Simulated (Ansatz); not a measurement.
Harmonic frequencies (cm⁻¹) at PBE0-D4/def2-TZVP from Ansatz: 184, 234, 263, 511, 834, 953.

Question: Which molecule is it?
A. `[F][Al]([Cl])[Cl]`
B. `[F][Al]([F])[Cl]`
C. `[F][Al]([F])[SH]`
D. `[F][Al]([SH])[SH]`

Answer: B.
